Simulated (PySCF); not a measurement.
**Computed properties of C₃H₆Cl, SMILES C[C](C)Cl**

C₃H₆Cl, SMILES Cl[C](C)C (connectivity only; charge and spin as stated), charge +1, multiplicity 1. Geometry optimised at B3LYP-D3(BJ)/def2-SVP. The spin state was assumed, not searched. The isomer is the one that the SMILES or the coordinates give; other isomers of the formula were not compared. Other conformers were not sampled. All values are computed for the isolated molecule unless a solvent is named; none is compared with measurement here.

**Structure.** The optimised structure has C2 symmetry. All 24 harmonic modes at B3LYP-D3(BJ)/def2-SVP (PySCF) are real, so it is a minimum. With heavy atoms numbered as in [CH3:1][C:2]([CH3:3])[Cl:4], the shortest bond between them is C2–C3 at 1.463 Å and the longest C2–Cl4 at 1.662 Å.

**Vibrations.** The strongest infrared lines (harmonic, unscaled, degenerate partners summed) lie at 1225 cm⁻¹ (198 km/mol, C 60 %, H 38 %), 1339 cm⁻¹ (180 km/mol, H 60 %, C 40 %), 2957 cm⁻¹ (143 km/mol, H 95 %). The softest mode is at 101 cm⁻¹ and the zero-point energy is 50.4 kcal/mol.

**Electronic structure.** r2SCAN/def2-TZVP (PySCF) places the frontier levels at -14.00 and -9.84 eV, a gap of 4.16 eV and a mean polarisability of 46.6 bohr³. PBE/def2-TZVP (PySCF) at the same geometry gives -13.68 and -10.01 eV, so its gap is 0.49 eV narrower. An orbital gap is neither the optical nor the fundamental gap.

**Excitations.** TDA-PBE0/def2-SVPD (PySCF) has S1 at 4.24 eV (293 nm, f = 0.000, dark); the most intense of the 10 singlets computed lies at 6.47 eV (f = 0.26). T1 (TDA) is at 3.88 eV, 0.36 eV under S1. TDA-PBE/def2-SVPD (PySCF) puts S1 at 3.82 eV. No vertical singlet excitation falls in the visible range (under 3.1 eV).

**NMR.** GIAO shifts at PBE0/pcSseg-1 (PySCF) (non-relativistic, atoms alike by connectivity averaged): ¹³C from 57.2 to 329.9 ppm against TMS; ¹H at 4.6 ppm against TMS. Without spin–orbit terms, shifts of atoms bonded to Cl or Br come out too high.
